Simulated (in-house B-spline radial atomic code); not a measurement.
In⁺. Computed with a B-spline radial atomic code. Model: non-relativistic spherical atom: semilocal Troullier-Martins pseudo-atom, one channel per l, against all electrons, high spin, G0W0 and RPA with empty states to l = 8, local potential for every l without a channel, a model core (radius 0 = none) keeps its share of the functional.

Without relativity these are model numbers for so heavy an element.

What the tables leave out is listed at the end.

The pseudopotential gives back the lowest level of each angular momentum of its own functional in the configuration it was made in; a second state of the same l is only approximately right. Exact exchange, RPA and GW see the smooth pseudo-orbitals and miss the exchange with the core, for which the functional's share stands in. The column with an uncorrelated core keeps all orbitals and exact exchange, and so separates missing core correlation from pseudisation. Only the three outermost levels and the lowest empty one were computed. RPA here is direct RPA, with no exchange kernel, and its energies carry an (l + 1/2)⁻⁴ tail. A hybrid on a potential with a model core restores only its own semilocal share of the core's exchange.

Command:
```bash
python run_psgw.py task.json out
```
Settings (lengths in bohr, energies in hartree):
```
Z                      49
electrons              48
configuration          [Kr] 4d10 5s2
generated_in           [Kr] 4d10 5s2
functional             pbe,pbe
core_shells            8
radius_factor          0.9
core_correction        True
ion_configuration      [Kr] 4d10 5s1
```

Cost of the run: 30 s on 1 thread of Intel(R) Xeon(R) 6975P-C (Granite Rapids), on a shared host.

Given: made with PBE; model core radius 0.749 bohr; local radius 1.077 bohr; mean-field start PBE.

Valence shells of the generating configuration: 4d, 5s.

Channel: s 1.986, p 2.418, d 0.84 (radii in bohr).

Computed: largest level miss in the spin-unpolarised generating configuration 0.001 eV; all-electron RPA polarisability, core included 22.166 bohr³; pseudo-atom RPA polarisability 22.159 bohr³; ionisation by mean-field all-electron 18.126 eV; ionisation by mean-field pseudo minus all 0.006 eV; ionisation by RPA all-electron 18.463 eV; ionisation by RPA pseudo minus all 0.696 eV.

| level | occupied | mean-field all-electron (eV) | mean-field pseudo minus all (eV) | G0W0 all-electron (eV) | G0W0 uncorrelated core minus all (eV) | G0W0 pseudo minus all (eV) | exchange self-energy all-electron (eV) | exchange self-energy pseudo (eV) |
| --- | --- | --- | --- | --- | --- | --- | --- | --- |
| 5s | 1 | -14.23 | 0 | -18.319 | 0.031 | -0.39 | -13.174 | -11.809 |
| 5p (empty) | 0 | -8.4685 | 0 | -5.9044 | 0.018 | -0.197 | -3.8851 | -3.3432 |

(1) What is the valence RPA correlation energy pseudo?

(2) What is the valence RPA correlation energy all-electron orbitals?

Given: mean-field start PBE0.

Computed: valence RPA correlation energy all-electron orbitals -0.66866 hartree; valence RPA correlation energy pseudo -1.0472 hartree; all-electron RPA polarisability, core included 20.093 bohr³; pseudo-atom RPA polarisability 19.702 bohr³; ionisation by mean-field all-electron 17.832 eV; ionisation by mean-field pseudo minus all 0.234 eV.

```json
{"level": "5s", "occupied": "1", "mean-field all-electron (eV)": "-15.015", "mean-field pseudo minus all (eV)": "-0.203", "G0W0 all-electron (eV)": "-18.26", "G0W0 uncorrelated core minus all (eV)": "0.034", "G0W0 pseudo minus all (eV)": "-0.567", "exchange self-energy all-electron (eV)": "-12.997", "exchange self-energy pseudo (eV)": "-11.9"}
{"level": "5p (empty)", "occupied": "0", "mean-field all-electron (eV)": "-7.6793", "mean-field pseudo minus all (eV)": "-0.191", "G0W0 all-electron (eV)": "-5.8614", "G0W0 uncorrelated core minus all (eV)": "0.018", "G0W0 pseudo minus all (eV)": "-0.203", "exchange self-energy all-electron (eV)": "-3.6236", "exchange self-energy pseudo (eV)": "-3.3447"}
```

(3) What is the ionisation by RPA pseudo minus all?

(4) What is the ionisation by RPA all-electron?

## Answers

(1) -1.089 hartree.

(2) -0.71045 hartree.

(3) 0.76 eV.

(4) 18.287 eV.

Among the listed levels the largest G0W0 shift of the pseudo-atom is -0.57 eV, for 5s on the PBE0 start, while leaving the core uncorrelated moves that level by +0.03 eV. So pseudisation and the lost core exchange, not the missing core correlation, make the error. Not in the tables (levels of low weight, unsolved or above zero; the highest and the empty levels are kept at any weight): on PBE the G0W0 levels 4d (pseudo minus all +3.33 eV, weights 0.22 and 0.74); on PBE0 the G0W0 levels 4d (pseudo minus all +3.66 eV, weights 0.63 and 0.77); no Hartree-Fock pseudo-atom is run with a model core.
